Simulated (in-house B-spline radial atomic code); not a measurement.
The arsenic ion As⁶⁺: [Ar] 3d9

Method: non-relativistic PBE, spin-polarised, spherical fractional occupations, point nucleus. Calculated with an all-electron radial atomic-structure program (B-spline basis).

Screening seen three ways: the hydrogenic charge with the same mean radius, Z_r = [3n² - l(l+1)]/(2<r>), the one with the same energy, Z_e = n√(-2ε), and Slater's rules. Values are occupation-weighted means over spin.

```
shell  electrons   ε (eV)  <r> (bohr)    Z_r    Z_e  Slater
   1s          2   -11641     0.04638  32.34  29.25   32.70
   2s          2  -1547.8      0.2066  29.04  21.33   28.85
   2p          6  -1394.9      0.1788  27.97  20.25   28.85
   3s          2  -280.45       0.602  22.42  13.62   21.75
   3p          6  -228.53      0.6107  20.47  12.30   21.75
   3d          9  -137.23       0.632  16.61   9.53   12.20
```

The least bound orbital is 3d down at -136.4 eV, and it is also the most diffuse (<r> = 0.6335 bohr).
